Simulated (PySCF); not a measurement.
C3H4O3, SMILES O=C1OCCO1 (connectivity only; charge and spin as stated), charge +1, multiplicity 2. Atoms are numbered in the order given.

```xyz
10

O      0.0000     0.0000     2.0568
C      0.0000     0.0000     0.8966
O      0.0000     1.1075     0.0457
C      0.0000     0.7504    -1.2823
C      0.0000    -0.7504    -1.2823
O      0.0000    -1.1075     0.0457
H      0.8739     1.2293    -1.7943
H     -0.8739     1.2293    -1.7943
H     -0.8739    -1.2293    -1.7943
H      0.8739    -1.2293    -1.7943
```
Charge +1, spin multiplicity 2.

The structure is a stationary point at ωB97X-D3(BJ)/def2-SVP. The geometry has at least one imaginary mode, so it is a saddle point at that level. The multiplicity is an assumed one; no other spin state was optimised. One conformer was computed; it need not be the lowest.

Method: B3LYP/pcH-1 (PySCF).

Unrestricted Kohn–Sham, ⟨S²⟩ = 0.759. Hyperfine tensors hold the contact and dipolar terms, without spin-orbit corrections.

Computed hyperfine couplings:
```csv
nucleus,A(iso) (MHz),A(iso) (G),dipolar principal values (MHz)
17O no. 1,3.3,1.2,"-7.6, -4.7, 12.3"
13C no. 2,-17.8,-6.3,"-2.4, -0.7, 3.1"
17O no. 3,-30.1,-10.7,"-108.4, 53.6, 54.8"
13C no. 4,-33.3,-11.9,"-11.5, -9.1, 20.6"
13C no. 5,-33.3,-11.9,"-11.5, -9.1, 20.6"
17O no. 6,-30.1,-10.7,"-108.4, 53.6, 54.8"
1H no. 7,253.7,90.5,"-9.8, -6.9, 16.7"
1H no. 8,253.7,90.5,"-9.8, -6.9, 16.7"
1H no. 9,253.7,90.5,"-9.8, -6.9, 16.7"
1H no. 10,253.7,90.5,"-9.8, -6.9, 16.7"
```
